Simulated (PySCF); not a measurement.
# What a mistake does to a calculation on Al2BH5O

All numbers below are calculated, not measured. They come from PySCF 2.14.0, an open-source quantum chemistry program, on an isolated molecule that a program drew, which may never have been made. The molecule is Al2BH5O (charge 0, singlet), drawn as the SMILES string `[BH2][AlH][O][AlH2]`.

Each row is a Hartree-Fock (HF) and frozen-core CCSD(T) single point in the cc-pV(D+d)Z basis, meant for a local HF minimum. Run 1 is clean. Each other run has one planted mistake out of seven kinds, and not every kind appears here: one electron removed, one electron added, multiplicity raised by two, geometry at a saddle point, minimal basis STO-3G, one bond length entered in bohr, all coordinates scaled. The reference is restricted for singlets and unrestricted otherwise, and also for a bond in bohr. Adding or removing an electron swaps singlet and doublet. Electrons count all cores. HOMO and LUMO are orbital energies over both spins, the gradient is its largest component, and the lowest frequency (negative if imaginary) is given only where the gradient is small. Bond lengths are over the 8 bonds as drawn. T1 is the CCSD diagnostic: over 0.02 (restricted) or 0.045 (unrestricted) a single reference is doubtful.

Geometry of the clean run:
```xyz
9
Al2BH5O, angstrom
B    -2.3057    1.6591    0.1873
Al   -0.3954    0.7089    0.4449
O    -0.2876   -0.7375    1.3109
Al   -0.0819   -2.1754    2.1555
H    -3.0291    1.4227   -0.7471
H    -2.7389    2.4741    0.9620
H     0.9506    1.3035   -0.1480
H     0.2118   -2.1210    3.7041
H    -0.1993   -3.5442    1.3806
```

```
run,electrons,basis functions,<S^2>,HOMO (eV),LUMO (eV),gradient (hartree/bohr),lowest frequency (cm^-1),mean bond (Å),longest bond (Å),T1,HF (hartree),CCSD(T) (hartree),mistake
1,44,99,0.000,-10.08,1.36,3.6e-05,69,1.5837,2.149,0.0146,-586.36569,-586.81357,no fault
2,43,99,0.784,-14.61,-7.83,7.1e-02,-,1.5837,2.149,0.0286,-586.03774,-586.46469,one electron removed
3,44,99,0.000,-10.01,0.55,5.6e-05,-157,1.5861,2.170,0.0138,-586.36133,-586.80900,geometry at a saddle point
4,44,99,2.015,-7.67,-0.65,4.2e-02,-,1.5837,2.149,0.0190,-586.27715,-586.71579,?
5,44,99,0.672,-9.12,0.92,1.8e-02,-,1.7177,2.277,0.0604,-586.25200,-586.69911,?
```

**Which mistake was planted in run 4, and what did it cost?**

Electrons, basis and geometry are unchanged, and <S^2> is 2.015, beside S(S+1) = 2.00 for a multiplicity of 3. So the mistake is: multiplicity raised by two. Subtracting run 1 and multiplying by 627.51 kcal/mol a hartree, the energy moved by 55.6 kcal/mol in HF and 61.4 kcal/mol in CCSD(T).

**Which mistake was planted in run 5, and what did it cost?**

The mean bond changes by a factor of 1.085 and the longest by 1.060, so the molecule wasn't scaled as a whole. A length L in bohr read as angstrom grows by (1/0.5292 - 1) L = 0.890 L. The 8 bonds together grew by 8 x 0.1340 = 1.072 Å, which gives L = 1.205 Å. That is the length of one of the B-H bonds, 1.205 Å in the clean geometry. So the mistake is: one bond length entered in bohr. Subtracting run 1 and multiplying by 627.51 kcal/mol a hartree, the energy moved by 71.3 kcal/mol in HF and 71.8 kcal/mol in CCSD(T).

Cautions from the logs. Run 5: T1 is over the limit, so its CCSD(T) energy is less reliable.
